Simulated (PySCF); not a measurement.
## Frontier levels across methods

C4H11B.
Z-matrix (Å and degrees, PBE0-D3(BJ)/def2-SVP geometry), rows numbered from 1:
```
C 
B   1  1.5632
C   2  1.5663  1  125.63
C   3  1.5243  2  119.45  1     1.12
C   4  1.5210  3  113.69  2   179.69
H   1  1.1020  2  112.23  3  -140.13
H   1  1.0996  2  115.92  3   -12.93
H   1  1.1083  2  105.98  3   106.17
H   2  1.2174  1  117.66  3  -177.90
H   3  1.1103  2  106.01  1   126.75
H   3  1.1097  2  106.51  1  -125.06
H   4  1.1040  3  109.38  2   -57.71
H   4  1.1039  3  109.41  2    57.09
H   5  1.1010  4  111.92  3   179.92
H   5  1.1023  4  111.19  3   -59.74
H   5  1.1023  4  111.21  3    59.57
```

Basis pcSseg-1 throughout (PySCF), one geometry. Isolated species at its PBE0-D3(BJ)/def2-SVP geometry (one conformer only).

**Question.** How do the orbital energies, the gap and the dipole change with the method?

**Answer.** 
| method | kind | HOMO (eV) | LUMO (eV) | gap (eV) | μ (D) | SCF cycles |
| --- | --- | --- | --- | --- | --- | --- |
| BLYP | GGA | -6.91 | -1.47 | 5.44 | 0.40 | 13 |
| OPBE | GGA | -6.95 | -1.42 | 5.53 | 0.41 | 12 |
| PBE | GGA | -6.99 | -1.62 | 5.37 | 0.41 | 13 |
| B97-D | GGA | -7.01 | -1.41 | 5.60 | 0.40 | 13 |
| LDA | LDA | -7.04 | -1.87 | 5.17 | 0.43 | 13 |
| KT2 | GGA | -7.07 | -1.66 | 5.41 | 0.39 | 13 |
| BP86 | GGA | -7.10 | -1.68 | 5.42 | 0.41 | 13 |
| KT3 | GGA | -7.13 | -1.55 | 5.58 | 0.39 | 12 |
| B97-2 | global hybrid | -8.12 | -0.58 | 7.54 | 0.36 | 12 |
| B3LYP | global hybrid | -8.18 | -0.83 | 7.35 | 0.36 | 12 |
| PBE0 | global hybrid | -8.37 | -0.60 | 7.77 | 0.37 | 12 |
| mPW1PW91 | global hybrid | -8.41 | -0.59 | 7.81 | 0.36 | 12 |
| BHandHLYP | global hybrid | -9.70 | 0.48 | 10.18 | 0.32 | 12 |
| CAM-B3LYP | range-separated hybrid | -9.80 | 0.53 | 10.33 | 0.34 | 12 |
| wB97X-D | range-separated hybrid | -10.28 | 1.31 | 11.59 | 0.34 | 13 |
| LC-wPBE | range-separated hybrid | -11.17 | 1.75 | 12.92 | 0.33 | 11 |
| HF | Hartree–Fock | -11.73 | 3.08 | 14.81 | 0.29 | 9 |

The HOMO spans 4.82 eV, from BLYP down to HF, and the gap runs from 5.17 eV (LDA) to 14.81 eV (HF). Over the methods BLYP (0 %), OPBE (0 %), PBE (0 %), B97-D (0 %), LDA (0 %), KT2 (0 %), BP86 (0 %), KT3 (0 %), B97-2 (21 %), B3LYP (20 %), PBE0 (25 %), mPW1PW91 (25 %), BHandHLYP (50 %), HF (100 %), a straight line through the gap against the share of exact exchange rises by 0.94 eV for each 10 % (correlation coefficient 0.999). The dipole ranges from 0.29 D (HF) to 0.43 D (LDA). This basis has no diffuse functions.
